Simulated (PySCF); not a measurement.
# How methods differ on the excitation energy of Cl

Cl [Ne] 3s2 3p5 (2P) → Cl [Ne] 3s1 3p6 (2S), as a difference of total energies. All numbers are calculated (PySCF 2.14, the non-relativistic Hamiltonian (point nucleus), in dyall-av2z (13s9p2d, 50 functions)). Correlated levels: valence: [Ne] frozen; virtual orbitals above 40 to 60 times the deepest correlated orbital energy dropped. The calculations carry no spin-orbit coupling.

```tsv
method	excitation energy (cm⁻¹)
UHF	123820
MP2 (valence)	105040
SCS-MP2 (valence)	102990
CCSD (valence)	93714
CCSD(T) (valence)	90462
CCSDT (valence)	90788
```

Errors of the correlated levels include the incompleteness of this basis and the frozen core.

The coupled-cluster amplitudes are large for the upper state (T1 above 0.03 or a double amplitude above 0.15), so a single reference is strained.

Problem. Which method comes closest to the reference value, and which is furthest?

Solution. The reference is 85385 cm⁻¹ (measured; NIST levels, between the centres of gravity of the two terms). Closest: CCSD(T) (valence) (error 5077.3 cm⁻¹); furthest: UHF (error 38432 cm⁻¹).
